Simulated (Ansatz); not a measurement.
MoO₃⁺. Total charge 1; doublet. Geometry relaxed at B3LYP-D4/def2-TZVP.

```xyz
4

Mo    0.395    0.114    0.307
O    -0.093    1.463   -0.541
O     0.612   -1.185   -0.971
O    -0.914   -0.392    1.205
```

In the def2 sets Mo takes a core potential; there is no spin–orbit coupling. The structure comes from a short search, and lower isomers may exist.

**Question.** Estimate the harmonic wavenumbers at UKS B3LYP-D4/def2-TZVP (Ansatz, unscaled). Is this a minimum?

**Answer.** 206, 234, 363, 664, 951, 1052 cm⁻¹. Yes, no mode is imaginary beyond noise. Zero-point energy 20.8 kJ/mol. It took 36 s on 4 threads of Arm Neoverse V2 on a shared host.
